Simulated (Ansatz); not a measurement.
Stepwise reaction of `[CH3][Ge]([Cl])([Cl])[Cl]` with hydrogen, as a gas-phase model of exchange steps in deposition or etching. ΔE in kJ/mol; ΔG adds harmonic PBE0-D4 terms to CCSD(T)/CBS, at 1 bar.

Calculated with Ansatz (gas phase, PBE0-D4/def2-TZVP geometries, no zero-point term in ΔE). CBS: MP2 limit from def2 TZ/QZ plus the TZ coupled-cluster correction, frozen cores. This one scheme is used for every species. DFT in def2-TZVPP. B3LYP here is the variant with VWN-RPA as its local correlation; programs differ in this. For Ge outer-core shells are correlated without core-valence functions, which leaves a few kJ/mol of doubt a bond. Scalar relativity is left out up to krypton.

```csv
step,reaction,PBE-D4,B3LYP-D4,ωB97M-V,CCSD(T)/CBS,ΔG(500 K)
1,`[CH3][Ge]([Cl])([Cl])[Cl]` + H₂ → `[CH3][GeH]([Cl])[Cl]` + HCl,59.3,59.0,57.0,55.2,44.0
3,`[CH3][GeH2][Cl]` + H₂ → `[CH3][GeH3]` + HCl,60.6,61.8,61.3,59.9,58.3
```

Task: Give the row of step 2, `[CH3][GeH]([Cl])[Cl]` + H₂ → `[CH3][GeH2][Cl]` + HCl. (Best estimate.)

Result: The calculation gave: 
```csv
step,reaction,PBE-D4,B3LYP-D4,ωB97M-V,CCSD(T)/CBS,ΔG(500 K)
2,`[CH3][GeH]([Cl])[Cl]` + H₂ → `[CH3][GeH2][Cl]` + HCl,63.6,63.5,62.3,60.7,54.4
```

Task: By hand: ΔE of the 3 steps together at CCSD(T)/CBS.

Result: (55.2) + (60.7) + (59.9) = 175.8 kJ/mol, or 58.6 kJ/mol a step.

In ΔE step 1 is the lowest and step 2 the highest. All are uphill at CCSD(T)/CBS. ΔG lies between 44.0 and 58.3 kJ/mol a step. PBE-D4 differs from CCSD(T)/CBS by 0.7 to 4.1 kJ/mol a step. Isolated molecules leave out the surface, adducts and barriers. Largest T1 diagnostic: 0.010.
